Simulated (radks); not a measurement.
Task: Coherent X-ray form factor from a spherical all-electron density. Method: Dirac Kohn-Sham, LDA (Slater exchange, Perdew-Wang correlation), spin-unpolarised, spherical densities, finite nucleus; Fermi nuclear charge, rms radius of each element as measured or else 0.836 A^(1/3) + 0.57 fm; computed with a radial shooting solver on a logarithmic mesh with Libxc functionals.

| sin(theta)/lambda (1/angstrom) | f0 (electrons) |
|---|---|
| 0.05 | 26.767 |
| 0.1 | 26.093 |
| 0.15 | 25.042 |
| 0.2 | 23.707 |
| 0.25 | 22.189 |
| 0.3 | 20.583 |
| 0.4 | 17.406 |
| 0.5 | 14.584 |
| 0.6 | 12.278 |
| 0.8 | 9.156 |
| 1 | 7.448 |
| 1.25 | 6.274 |
| 1.5 | 5.464 |
| 2 | 4.053 |

The species is in the configuration that NIST lists as its ground one. Which atom or ion scatters so?

Result: The zinc ion Zn3+, [Ar] 3d9. Extrapolating in s^2 from the first two rows gives f0(0) = 27.0, near the electron count 27; among species with that count, the fall with angle is slower the higher Z, and the table is that of Z = 30; from so few rows the species is fixed only to a neighbour or two.
